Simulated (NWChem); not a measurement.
System: ammonia borane (BNH$_{6}$); SMILES [BH3-][NH3+]

Parts of the log:

```
             Northwest Computational Chemistry Package (NWChem) 7.3.0
             --------------------------------------------------------

 C3V symmetry detected

                             Geometry "geometry" -> ""
                             -------------------------

 Output coordinates in angstroms (scale by  1.889725989 to convert to a.u.)

  No.       Tag          Charge          X              Y              Z
 ---- ---------------- ---------- -------------- -------------- --------------
    1 B                    5.0000     0.00000000    -0.00000000    -0.92221250
    2 N                    7.0000    -0.00000000    -0.00000000     0.72185650
    3 H                    1.0000     0.83994127     0.83994127    -1.24749350
    4 H                    1.0000    -1.14738112     0.30743984    -1.24749350
    5 H                    1.0000     0.30743984    -1.14738112    -1.24749350
    6 H                    1.0000     0.92543459    -0.24796945     1.10018250
    7 H                    1.0000    -0.67746514    -0.67746514     1.10018250
    8 H                    1.0000    -0.24796945     0.92543459     1.10018250

 Effective nuclear repulsion energy (a.u.)      40.3315350954

      Symmetry information
      --------------------

 Group name             C3v
 Group number             17
 Group order               6
 No. of unique centers     4

                                Z-matrix (autoz)
                                --------

 Units are Angstrom for bonds and degrees for angles

[...]

      ----------------------
      Optimization converged
      ----------------------

  Step       Energy      Delta E   Gmax     Grms     Xrms     Xmax
  ---- ---------------- -------- -------- -------- -------- --------
@    4     -83.21158747 -2.1D-07  0.00001  0.00000  0.00044  0.00097
                                     ok       ok       ok       ok

                                Z-matrix (autoz)
                                --------

 Units are Angstrom for bonds and degrees for angles

[...]

 Rotational Constants
 --------------------
 A=   2.444706 cm-1  (  3.517309 K)
 B=   0.582796 cm-1  (  0.838495 K)
 C=   0.582796 cm-1  (  0.838495 K)

 Temperature                      =   298.15K
 frequency scaling parameter      =   1.0000

 Zero-Point correction to Energy  =   44.049 kcal/mol  (  0.070197 au)
 Thermal correction to Energy     =   46.454 kcal/mol  (  0.074029 au)
 Thermal correction to Enthalpy   =   47.046 kcal/mol  (  0.074973 au)

 Total Entropy                    =   57.304 cal/mol-K
   - Translational                =   36.216 cal/mol-K (mol. weight =  31.0593)
   - Rotational                   =   18.011 cal/mol-K (symmetry #  =        3)
   - Vibrational                  =    3.076 cal/mol-K

 Cv (constant volume heat capacity) =   11.954 cal/mol-K
   - Translational                  =    2.979 cal/mol-K
   - Rotational                     =    2.979 cal/mol-K
   - Vibrational                    =    5.995 cal/mol-K

[normal modes left out]

 ----------------------------------------------------------------------------
 Normal Eigenvalue ||           Projected Infra Red Intensities
  Mode   [cm**-1]  || [atomic units] [(debye/angs)**2] [(KM/mol)] [arbitrary]
 ------ ---------- || -------------- ----------------- ---------- -----------
    1       -0.000 ||    0.026824           0.619        26.149       5.759
    2        0.000 ||    0.023207           0.535        22.623       4.983
    3        0.000 ||    0.009410           0.217         9.174       2.021
    4        0.000 ||    0.005041           0.116         4.914       1.082
    5        0.000 ||    0.005320           0.123         5.186       1.142
    6        0.000 ||    0.024334           0.561        23.722       5.225
    7      265.220 ||    0.000000           0.000         0.000       0.000
    8      635.811 ||    0.014416           0.333        14.053       3.095
    9      642.392 ||    0.003523           0.081         3.434       0.756
   10      642.393 ||    0.003523           0.081         3.434       0.756
   11     1072.775 ||    0.043827           1.011        42.725       9.410
   12     1072.775 ||    0.043827           1.011        42.725       9.410
   13     1194.359 ||    0.111106           2.563       108.312      23.856
   14     1203.870 ||    0.004009           0.092         3.909       0.861
   15     1203.870 ||    0.004010           0.093         3.909       0.861
   16     1363.612 ||    0.120695           2.785       117.659      25.914
   17     1708.140 ||    0.030331           0.700        29.568       6.512
   18     1708.140 ||    0.030331           0.700        29.568       6.512
   19     2479.306 ||    0.069808           1.611        68.053      14.989
   20     2537.787 ||    0.243832           5.625       237.699      52.353
   21     2537.787 ||    0.243831           5.625       237.698      52.353
   22     3444.316 ||    0.003253           0.075         3.171       0.698
   23     3557.535 ||    0.026661           0.615        25.990       5.724
   24     3557.536 ||    0.026661           0.615        25.991       5.724
 ----------------------------------------------------------------------------
```

Level: B3LYP/6-31G* (spherical d). 

Which NWChem input produces such a log?

One answer among several that fit: the input that was run:
```
start job
memory heap 200 mb stack 900 mb global 1100 mb
geometry units angstroms
  B      0.000000     0.000000    -0.933306
  N      0.000000     0.000000     0.710763
  H     -1.059686    -0.536720    -1.258587
  H      0.994656    -0.649355    -1.258587
  H      0.065030     1.186075    -1.258587
  H     -0.801149     0.525436     1.089089
  H      0.855615     0.431097     1.089089
  H     -0.054466    -0.956533     1.089089
end
basis spherical
  B library 6-31g*
  N library 6-31g*
  H library 6-31g*
end
dft
  xc b3lyp
  iterations 150
end
driver
  maxiter 120
end
task dft optimize
task dft freq
```
